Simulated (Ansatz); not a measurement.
The cluster KNa₃. The state is a singlet with charge 0. Geometry r2SCAN/def2-TZVP; atoms count from 1.

Cartesian coordinates in Å:
```
Na -0.193 -1.147 -1.084
Na 0.064 1.008 1.267
Na -1.538 -1.684 2.562
K 1.667 1.822 -2.745
```

The restricted singlet is unstable towards broken spin symmetry in Hartree–Fock (as tested in another run); at PBE0/def2-TZVP this wasn't settled. Another isomer (triplet) lies 0.07 eV lower at r2SCAN/def2-TZVP; other spin states weren't run for this one.

(1) Estimate the Mulliken populations from the PBE0/def2-TZVP orbitals of Ansatz.

(2) And the Mayer bond orders between bonded heavy atoms (over 0.3)?

## Answers

(1) 
| atom | charge (e) |
| --- | --- |
| Na1 | 0.07 |
| Na2 | 0.07 |
| Na3 | -0.14 |
| K4 | 0.00 |
Mulliken values and Mayer orders depend strongly on the basis.

(2) Na1–Na2 0.45 (3.20 Å); Na1–K4 0.56 (3.88 Å); Na2–Na3 0.58 (3.39 Å).
